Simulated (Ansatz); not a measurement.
System: sum formula H₆Si₃O₂Cl₂ (charge 0, singlet). 
Coordinates optimised at B3LYP-D3(BJ)/def2-TZVP (Ansatz, a quantum-chemistry and plane-wave program):
SMILES: O([Si](Cl)(O[SiH3])Cl)[SiH3]
```xyz
13

Si     2.8412     0.9557     0.7689
O      1.2214     0.6463     0.7185
Si     0.0065    -0.0405    -0.0695
Cl    -0.1541     0.7723    -1.9418
Cl     0.3579    -2.0472    -0.2740
O     -1.3553     0.1927     0.7426
Si    -2.9864    -0.0473     0.8079
H      3.2403     1.6888    -0.4510
H      3.0946     1.7784     1.9677
H      3.5825    -0.3201     0.8555
H     -3.4725     0.5733     2.0557
H     -3.6241     0.5885    -0.3641
H     -3.2704    -1.4978     0.8113
```
Charge 0, spin multiplicity 1.

Basis-set convergence of Hartree-Fock and MP2 correlation energies (hartree) with Ansatz. Cores are frozen in the correlated levels unless marked. No spin-orbit coupling. No relativistic terms.

```json
[
 {"basis": "aug-cc-pV(D+d)Z", "functions": "260", "E(HF)": "-1939.37133", "E(corr, MP2)": "-0.99360"},
 {"basis": "aug-cc-pV(T+d)Z", "functions": "505", "E(HF)": "…", "E(corr, MP2)": "…"}
]
```

**Question.** Some entries are withheld; supply them.

**Answer.** 
- aug-cc-pV(T+d)Z, E(HF): -1939.50315
- aug-cc-pV(T+d)Z, E(corr, MP2): -1.22718
